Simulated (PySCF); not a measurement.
Start geometry of 2-chloroaniline (`Nc1ccccc1Cl`) from GFN2-xTB (Å):
```
atom  x, y, z in Å
N1     2.2515   -0.3291   -0.0240
C2     0.8910   -0.1581   -0.0254
C3     0.0221   -1.2472   -0.1258
C4    -1.3459   -1.0772   -0.0581
C5    -1.8899    0.1852    0.1099
C6    -1.0506    1.2822    0.2091
C7     0.3169    1.1074    0.1410
Cl8    1.3583    2.4978    0.2556
H9     2.6058   -1.1813   -0.4237
H10    2.8036    0.4981   -0.1859
H11    0.4427   -2.2336   -0.2569
H12   -1.9923   -1.9379   -0.1391
H13   -2.9586    0.3189    0.1641
H14   -1.4553    2.2743    0.3372
```

What comes out of this run: PySCF, PBE0-D3(BJ)/def2-SVP geometry optimisation, gas phase?

```
atom  x, y, z in Å
N1     2.3118   -0.1945    0.0461
C2     0.9511   -0.0326    0.0663
C3     0.0720   -1.1260   -0.0337
C4    -1.3053   -0.9565    0.0341
C5    -1.8591    0.3122    0.2038
C6    -1.0113    1.4126    0.3010
C7     0.3660    1.2395    0.2317
Cl8    1.4145    2.6268    0.3392
H9     2.6704   -1.0426   -0.3688
H10    2.8614    0.6383   -0.1228
H11    0.4951   -2.1260   -0.1613
H12   -1.9547   -1.8314   -0.0471
H13   -2.9406    0.4484    0.2581
H14   -1.4076    2.4216    0.4286
```

The energy falls by 2.9 kJ/mol over 5 energy and gradient evaluations, the largest force component goes from 0.0109 to 1.1e-04 Eh/bohr, and the atoms move by 0.018 Å rms after alignment. Among the bonds, C3–H11, C4–H12, C5–H13 and C6–H14 change most and about equally (+0.012 to +0.013 Å). Bonds longer at the end by more than 0.005 Å: 10 of 14; shorter: 0. Rotational constants go from 2981, 1557, 1023 to 2954, 1544, 1015 MHz. The orientation of the end geometry is arbitrary; only internal coordinates are fixed.

The run used 146 basis functions and 37 SCF cycles in all.

PBE0-D3(BJ)/def2-SVP frequencies: not computed here.
